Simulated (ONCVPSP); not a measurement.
# helium: one change to an ONCV potential, before and after

* Element: He (Z = 2)
* Generator: ONCVPSP 4.0.1
* Type: optimised norm-conserving Vanderbilt (ONCV)
* Functional: PBE
* Relativity: scalar-relativistic
* Frozen core: none
* Valence charge: 2
* Reference configuration: 1s2
* Partial waves: 1s: rc 0.50 bohr, ncon 4, nbas 7, qcut 14.5 1/bohr, 3 projectors, debl 1.5 Ha; p scattering state at 0.24 Ha: rc 0.50 bohr, ncon 4, nbas 9, qcut 18.3 1/bohr, 3 projectors, debl 3.5 Ha
* Local potential: polynomial inside 0.40 bohr (lpopt 5, dvloc0 -1 Ha)
* Core correction: none

All-electron outer shells of the reference configuration (PBE, scalar-relativistic, ld1.x):

| shell | level (eV) | outermost node (bohr) | outermost maximum (bohr) |
| --- | --- | --- | --- |
| 1s | -15.76 | – | 0.56 |

Change: local potential polynomial inside 0.40 bohr (lpopt 5, dvloc0 9.5 Ha).

Cutoffs: the cutoffs (Ha) at which the residual kinetic energy of the hardest occupied pseudo-wave falls to 1 and 0.1 mHa per electron; they do not see the model core or the augmentation charge, which bear on the density cutoff. Errors are all-electron minus pseudo energies relative to the spin-unpolarised reference configuration.

Problem. Predict the effect on cutoff, ghosts and configuration errors.

Solution. The potential gets neither clearly harder nor softer (89 Ha and 224 Ha → 89 Ha and 224 Ha); the bound ghost in s disappears; the lowest positive-energy flag moves from none to s at 11.9 eV. In the separable form a ghost depends on how the local part lies against the semilocal potential of the channel, so the choice of the local part can create or remove one.

| quantity | base | changed |
| --- | --- | --- |
| cutoff, loose | 89 Ha | 89 Ha |
| cutoff, tight | 224 Ha | 224 Ha |
| bound ghosts | s | none |
| GHOST(+) flags under 300 eV | none | s at 11.9 eV |
| error for 1s1, meV [ΔE 26.96 eV] | +26 | -39 |
| error for 1s1.5, meV [ΔE 10.55 eV] | +15 | +8.6 |
| s: phases at 0.51 bohr within 0.05 rad from the reference energy up to (Ha; the scan ends near 5) | n/a | 0.3 |
| p: phases at 0.51 bohr within 0.05 rad from the reference energy up to (Ha; the scan ends near 5) | to the end of the scan | to the end of the scan |

 A true bound ghost makes a file unfit for plane-wave use even where its test errors are small: the radial tests pick states by their node count and pass the ghost by.
